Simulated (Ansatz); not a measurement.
FH3Si (SMILES F[SiH3]) moved off its minimum; all values from Ansatz (an electronic-structure program), cores frozen in correlated methods.
(charge 0, multiplicity 1)
```xyz
5

Si    -0.3816     0.0059    -0.1702
F      1.0387     0.0377     0.2845
H     -0.8970     1.2924    -0.4725
H     -0.6809    -0.9666    -1.1956
H     -1.2148    -0.3424     1.1232
```

### Question
Give the forces (eV/Å), the total energy and the dipole at CCSD(T)/aug-cc-pV(T+d)Z.

### Answer

| atom | Fx | Fy | Fz |
|---|---|---|---|
| Si1 | -5.607 | -0.923 | 1.403 |
| F2 | 4.856 | 0.098 | 0.995 |
| H3 | -0.090 | 1.189 | -0.693 |
| H4 | 0.184 | -0.371 | -0.548 |
| H5 | 0.658 | 0.008 | -1.157 |
Energy -390.6418 hartree, dipole 0.88 D.
